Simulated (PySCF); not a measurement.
Compound: 2,4-difluoropyridine, C5H3F2N.
Geometry (PBE0-D3(BJ)/def2-TZVP, Å), atoms numbered from 1 in this order:
```
atom  x, y, z in Å
F1    -1.0994    1.8435    1.2197
C2    -0.5140    0.8517    0.5579
C3    -1.2546    0.1010   -0.3395
C4    -0.5884   -0.9163   -0.9959
N5     0.7002   -1.2015   -0.8111
C6     1.3474   -0.4613    0.0458
F7     2.6305   -0.7550    0.2230
C8     0.8201    0.5908    0.7794
H9    -2.3018    0.3092   -0.5101
H10   -1.1156   -1.5392   -1.7112
H11    1.4151    1.1651    1.4752
```

Level: wB97X-D/pcSseg-2 in PySCF, non-relativistic, on one gas-phase PBE0-D3(BJ)/def2-TZVP geometry that isn't relaxed in the solvent. The solvent is an IEF-PCM continuum (cavity from Bondi-type radii × 1.2). The model holds no explicit solvent molecules, cavitation or dispersion.

Gas phase at wB97X-D/pcSseg-2: HOMO -9.79 eV, LUMO 0.61 eV, dipole 2.09 D.

Problem. What does the continuum do to the energy, the frontier levels and the dipole at wB97X-D/pcSseg-2 in chloroform?

Solution. 
| solvent | ε | E(solvent) − E(gas) (kJ/mol) | polarisation term (kJ/mol) | distortion of the solute (kJ/mol) | HOMO (eV) | LUMO (eV) | dipole (D) |
| --- | --- | --- | --- | --- | --- | --- | --- |
| chloroform | 4.711 | -14.26 | -16.17 | 1.91 | -9.66 | 0.75 | 2.63 |

The first energy column is the sum of the next two and covers electrostatics alone.

Problem. Which radius a makes the point-dipole formula ΔE = −[(ε − 1)/(2ε + 1)]·μ²/a³ give the value in chloroform, with the gas-phase dipole?

Solution. μ = 0.822 au and |ΔE| = 0.00543 Eh give a = 1.87 Å; the farthest nucleus lies 2.74 Å from the centroid of the nuclei, so such a sphere wouldn't even hold the nuclei. The formula assumes a rigid point dipole at the centre of a sphere.

Problem. Give the dipole vector in the frame of the coordinates (D, pointing from negative to positive charge), gas and chloroform.

Solution. Gas (-1.86, 0.94, 0.19), solvent (-2.30, 1.23, 0.29). Its length changes by +26 % and its direction by 2°.

The pairwise dispersion term of wB97X-D wasn't added to the energies; at a given geometry it leaves orbitals and properties as they are.
